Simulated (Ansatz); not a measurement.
```yaml
crystal:
  periodic: [false, false, false]
  atoms:
    - {symbol: Ge, position_ang: [-0.613832, 1.443030, -1.123470]}
    - {symbol: O, position_ang: [0.314239, 0.724707, 0.324065]}
    - {symbol: Ge, position_ang: [0.751801, -1.064736, 0.632104]}
    - {symbol: H, position_ang: [-1.922457, 0.505796, -1.411337]}
    - {symbol: H, position_ang: [1.105891, -1.185593, 2.532689]}
    - {symbol: H, position_ang: [0.805891, -1.235593, 2.232689]}
    - {symbol: H, position_ang: [2.189645, -1.366199, -0.037852]}
    - {symbol: H, position_ang: [-0.388374, -2.006368, -0.024823]}
basis:
  gaussian: {orbitals: def2-SVP}
magnetization: {spin_polarized: true, initial_magnetization: 3}
hamiltonian: {xc: {name: B2PLYP}}
scf: {lower_state_search: light}
output: {forces: true}
```

```sh
$ ansatz run in.yaml --threads 4 --pin off --events-out ev --progress --plain --max-ram 10444MiB
```

Shortened log:

```
Functional definition: B2PLYP
1013 factors; integrals over basis functions are off by at most 1.1e-3 eV
mean field evaluation 1: about -115105.3849 eV, gradient 3.3e1 eV
mean field evaluation 2: about -115105.3996 eV, gradient 3.3e1 eV
mean field evaluation 4: about -115109.6601 eV, gradient 4.5e0 eV
mean field evaluation 8: about -115109.8132 eV, gradient 5.6e-1 eV
mean field evaluation 16: about -115109.8271 eV, gradient 2.7e-3 eV
mean field -115109.82708875 eV, -4230.2081212684 hartree, gradient 4.3e-6 eV, S^2 3.762423; 1 other end points of the search recorded, 0 dependent functions left out
19 core orbitals not correlated: weight in the atoms' cores, before any rotation towards them, 1.000 or more for the frozen orbitals, at most 0.000 for the correlated occupied ones
reference -115109.82725971 eV, -4230.2081275511 hartree; 21, 18 occupied and 63, 66 virtual orbitals, 1013 factors
second order -21.27718711 eV of doubles, -0.00000000 eV of singles
Total energy: -115115.57210023 eV, -4230.4192465463 hartree
Atom 0 at    -0.613832     1.443030    -1.123470 Å, force     0.154979    -1.276808     1.046357 eV/Å
Atom 1 at     0.314239     0.724707     0.324065 Å, force    -0.397479    -0.328384    -0.923339 eV/Å
Atom 2 at     0.751801    -1.064736     0.632104 Å, force    -0.973611     0.809037    -6.296824 eV/Å
Atom 3 at    -1.922457     0.505796    -1.411337 Å, force     0.488185     0.614996     0.017599 eV/Å
Atom 4 at     1.105891    -1.185593     2.532689 Å, force    30.522016     4.937804    32.554740 eV/Å
Atom 5 at     0.805891    -1.235593     2.232689 Å, force   -29.585886    -5.272040   -26.481318 eV/Å
Atom 6 at     2.189645    -1.366199    -0.037852 Å, force    -0.695331     0.171786     0.281233 eV/Å
Atom 7 at    -0.388374    -2.006368    -0.024823 Å, force     0.487128     0.343609    -0.198448 eV/Å
Dipole moment:     0.014525    -0.203920     0.168094 e Å
```

In this input one atom was put on top of another. The run converged. The result belongs to that input, not to the molecule as meant.
